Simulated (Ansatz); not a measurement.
Consider the ligand exchange at the Si–C bond: `N=CC[SiH2][SiH3]` + `CBO` → `CBO[SiH2][SiH3]` + `CC=N`.

Program: Ansatz. Geometries: PBE0-D4/def2-TZVP. ΔE: electronic, gas phase. CBS: MP2 limit from def2 TZ/QZ plus the TZ coupled-cluster correction, frozen cores. DFT in def2-TZVPP. B3LYP here is the variant with VWN-RPA as its local correlation; programs differ in this. Each species was taken in one conformer, which may not be the lowest.

CCSD(T)/CBS gives -18.2 kcal/mol.

(1) Another level gave -19.5 kcal/mol. Which?
A. ωB97M-V/def2-TZVPP
B. B3LYP/def2-TZVPP
C. PBE0-D4/def2-TZVPP
D. PBE-D4/def2-TZVPP

Largest T1 diagnostic among the species: 0.013.

Answers

(1) B. B3LYP -19.5, ωB97M-V -18.0, PBE0-D4 -16.2, PBE-D4 -15.1 kcal/mol.

In def2-TZVPP, CCSD(T) changes the Hartree–Fock value by +5.7 kcal/mol (the triples alone add +0.9 kcal/mol) and MP2 by +6.0 kcal/mol. From PBE to PBE0 (25 % exact exchange), in def2-TZVPP and without D4, ΔE moves by −1.1 kcal/mol.
